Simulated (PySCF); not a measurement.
diisopropyl telluride (C6H14Te), SMILES CC(C)[Te]C(C)C.

Coordinates come from a PBE-D3(BJ)/def2-SVP optimisation. The def2 effective core potentials stand for the cores of Te; spin–orbit coupling is left out. The values are those of a single conformer.

These are TDA-B3LYP/def2-SVP in PySCF values and carry that method's errors.

Vertical excitations. 

```tsv
state	energy (eV)	λ (nm)	f	main pairs
S1	3.65	340	0.000	HOMO→LUMO 100 %
S2	4.92	252	0.003	HOMO→LUMO+1 99 %
S3	5.68	218	0.025	HOMO→LUMO+2 99 %
S4	6.11	203	0.097	HOMO−1→LUMO 83 %
S5	6.46	192	0.003	HOMO−2→LUMO 67 %, HOMO−1→LUMO+1 25 %
S6	6.57	189	0.012	HOMO→LUMO+3 95 %
S7	6.69	185	0.013	HOMO→LUMO+4 87 %
S8	6.96	178	0.005	HOMO→LUMO+5 93 %
S9	7.30	170	0.006	HOMO→LUMO+6 79 %, HOMO−2→LUMO+1 19 %
S10	7.50	165	0.096	HOMO−1→LUMO+1 28 %, HOMO−1→LUMO+2 24 %, HOMO→LUMO+7 19 %, HOMO−2→LUMO 11 %
T1	3.12	397	0	HOMO→LUMO 99 %
T2	4.05	306	0	HOMO→LUMO+1 99 %
T3	4.89	253	0	HOMO−1→LUMO 93 %
T4	5.27	235	0	HOMO−2→LUMO 72 %, HOMO−1→LUMO+1 25 %
```
Triplets are in the Tamm–Dancoff approximation.
